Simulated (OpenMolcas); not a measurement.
Ag5+ (d6) among equal point charges was computed by CASSCF with the d shell active (OpenMolcas, ANO-RCC-VTZP on the metal). Its lowest spin-free states, and all those of the highest spin:

```csv
2S+1,Degeneracy,E (cm-1)
5,2,0.0
5,1,802.2
5,1,3922
5,1,7533
3,2,21738
3,1,22741
3,1,23292
3,2,23791
3,1,23938
3,2,24707
3,1,25034
3,1,25167
```

Task: Is the site octahedral, tetrahedral or cube-like, axial, or of lower symmetry?

Result: The states with 2S+1 = 5 have orbital degeneracies 2, 1, 1, 1. There are pairs but no triples, so the site is axial: not cubic, but with a proper or improper axis of order three or more. The run had Ag5+ among 5 point charges of -2 e arranged as a square pyramid (C4v), 2.04 Å from the ion, with the axial distance 1.958 Å.

Spin-orbit coupling mixes the spin-free states strongly: the lowest level takes only 52 % from its leading state, an unlabelled state of the same spin as most of the rest. An orbital doublet at a regular site is open to a Jahn-Teller distortion, which this geometry leaves out. Without dynamic correlation the repulsion within the d shell is too large (B by tens of per cent), so at a given field states of lower spin stand too high. Point charges give a weaker field than real ligands, and real ions of this kind are as a rule low spin; the high spin found here belongs to the model. This is an electrostatic model: the charges have no orbitals. An unlabelled pair can be two single states that coincide in this model. No measured value stands beside these numbers.
